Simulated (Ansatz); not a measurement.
Ansatz (an electronic-structure program) input (BHLYP/def2-TZVPD):

Ansatz 0.2 input:
```yaml
crystal:
  periodic: [false, false, false]
  atoms:
    - {symbol: C, position_ang: [2.12675844, 0.17888209, 0.17487657]}
    - {symbol: C, position_ang: [0.64856003, -0.00949711, 0.04830139]}
    - {symbol: C, position_ang: [-0.04988205, -1.15757150, -0.09463979]}
    - {symbol: C, position_ang: [-1.53500851, -0.99109820, -0.19388355]}
    - {symbol: C, position_ang: [-1.66891107, 0.36309806, -0.09770761]}
    - {symbol: C, position_ang: [-0.35167504, 1.11486723, 0.06092011]}
    - {symbol: H, position_ang: [2.41164443, 0.66729318, 1.11803181]}
    - {symbol: H, position_ang: [2.64322334, -0.78553175, 0.13822893]}
    - {symbol: H, position_ang: [2.54366941, 0.80433575, -0.62776919]}
    - {symbol: H, position_ang: [0.44621070, -2.13028121, -0.13347928]}
    - {symbol: H, position_ang: [-2.60657977, 0.92026598, -0.12488136]}
    - {symbol: H, position_ang: [-0.29471766, 1.69729666, 0.99549973]}
    - {symbol: H, position_ang: [-0.16250121, 1.83453799, -0.75283325]}
basis:
  gaussian:
    orbitals: def2-TZVPD
hamiltonian:
  xc: {name: BHLYP}
total_charge: -1
output: {forces: true}
```

End of the output:

```
integrals: 0.23 GiB planned
1731 factors; their error is unknown
0.52 GiB of the device are held for the grids
1.82 GiB of device memory are held for the factors and their scratch space
mean field: 2.10 GiB planned
mean field evaluation 1: about -6326.3134 eV, gradient 4.5e1 eV
mean field evaluation 2: about -6296.0660 eV, gradient 8.3e1 eV
mean field evaluation 4: about -6331.2804 eV, gradient 1.2e1 eV
mean field evaluation 8: about -6331.7772 eV, gradient 2.9e-1 eV
mean field evaluation 16: about -6331.7985 eV, gradient 1.9e-3 eV
mean field -6331.79845753 eV, -232.6893014669 hartree, gradient 2.5e-5 eV, S^2 0.000000; 0 other end points of the search recorded, 0 dependent functions left out
the calculation of the forces begins
reference -6331.79866090 eV, -232.6893089409 hartree; 22, 22 occupied and 263, 263 virtual orbitals, 1731 factors
Total energy: -6331.79866090 eV, -232.6893089409 hartree
Atom 0 at     2.126758     0.178882     0.174877 Å, force     0.126983    -0.022984     0.007799 eV/Å
Atom 1 at     0.648560    -0.009497     0.048301 Å, force    -0.415653    -0.347791    -0.058735 eV/Å
Atom 2 at    -0.049882    -1.157571    -0.094640 Å, force     0.379716     0.301057     0.052348 eV/Å
Atom 3 at    -1.535009    -0.991098    -0.193884 Å, force     0.221758     0.688120     0.070787 eV/Å
Atom 4 at    -1.668911     0.363098    -0.097708 Å, force     0.039666    -0.254620    -0.016988 eV/Å
Atom 5 at    -0.351675     1.114867     0.060920 Å, force    -0.014092    -0.060828    -0.005841 eV/Å
Atom 6 at     2.411644     0.667293     1.118032 Å, force    -0.101556    -0.126943    -0.229039 eV/Å
Atom 7 at     2.643223    -0.785532     0.138229 Å, force    -0.126881     0.239246     0.009185 eV/Å
Atom 8 at     2.543669     0.804336    -0.627769 Å, force    -0.133153    -0.159742     0.188785 eV/Å
Atom 9 at     0.446211    -2.130281    -0.133479 Å, force    -0.153396     0.276099     0.010073 eV/Å
Atom 10 at    -2.606580     0.920266    -0.124881 Å, force     0.263091    -0.185772     0.005313 eV/Å
Atom 11 at    -0.294718     1.697297     0.995500 Å, force    -0.028411    -0.157527    -0.212948 eV/Å
Atom 12 at    -0.162501     1.834538    -0.752833 Å, force    -0.058071    -0.188315     0.179259 eV/Å
Dipole moment:     1.366135     0.813905     0.167203 e Å
```

It need not be the lowest isomer of its formula. Whether it binds its extra electron was not tested at this geometry.
